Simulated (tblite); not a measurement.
Species: 5-bromo-2-furoic acid, C5H3BrO3.
Atom-mapped SMILES: `[O:1]=[C:2]([OH:3])[c:4]1[cH:5][cH:6][c:7]([Br:8])[o:9]1` (hydrogens: H10 on O3; H11 on C5; H12 on C6)

Computed with GFN2-xTB (tblite), gas phase: nudged elastic band of 9 images (0 to 8), spring 0.2 eV/Å², climbing image at the end, force threshold 0.05 eV/Å. The top image wasn't refined or checked by frequencies; at this threshold it can lie a kcal/mol or more above the true saddle point of the method.

The band describes a rotation about C4–C2 (substituted aromatic carbon, carboxylic acid carbon), followed by the dihedral O9–C4–C2–O3, from the optimised start (180°) to a second optimised geometry at 0°.

Question: How does the energy change from image to image?

Answer: 
```csv
image,dihedral (°),E (kcal/mol),C4–C2 (Å),O9···O3 (Å),largest true force (eV/Å)
0,180,0.00,1.464,3.57,0.01
1,-159,0.78,1.468,3.54,0.07
2,-137,2.75,1.478,3.45,0.11
3,-114,4.85,1.491,3.31,0.08
4,-90,5.68,1.497,3.14,0.03
5,-67,4.59,1.490,2.95,0.10
6,-44,2.31,1.477,2.78,0.13
7,-22,0.29,1.467,2.67,0.09
8,0,-0.53,1.463,2.67,0.01
```

Barriers of this band. The top is image 4 at -90°: 5.68 kcal/mol forward and 6.21 kcal/mol back; the end lies 0.53 kcal/mol below the start. The central bond is 0.033 Å longer at the top than at the start.

Question: What rate follows at 298 K for crossing this barrier forward?

Answer: Taking the electronic barrier for the free energy of activation (no zero-point or entropy terms, transmission 1), rate = (kT/h)·exp(−ΔE/kT) ≈ 4 × 10^8 s⁻¹, whose inverse is 2 × 10^-9 s. An error of 1 kcal/mol in the barrier changes this by a factor of 5, and the method and the loose band can each miss by that much or more.

Question: How would the two end points share their population at 298 K, from these energies alone?

Answer: exp(−ΔE/kT) with ΔE = 0.023 eV gives 0.41 for the higher one (start) against 1 for the lower, without vibrational, rotational or degeneracy terms. GFN2-xTB can put conformers this close in the wrong order.

Question: How long is the path, and how are the images spaced?

Answer: Cartesian distances between aligned neighbours (all atoms, Å): 0.67, 0.66, 0.66, 0.66, 0.66, 0.65, 0.64, 0.63; the sum is 5.23 Å, and the top lies 51 % of the way along.

What follows is the cost of the whole band run. Hardware: an Intel Xeon at 2.50 GHz with one thread, no GPU, shared host with 64 logical CPUs at a one-minute load of 58. Cost: 8.0 s of wall time, 0.18 GiB resident at most.
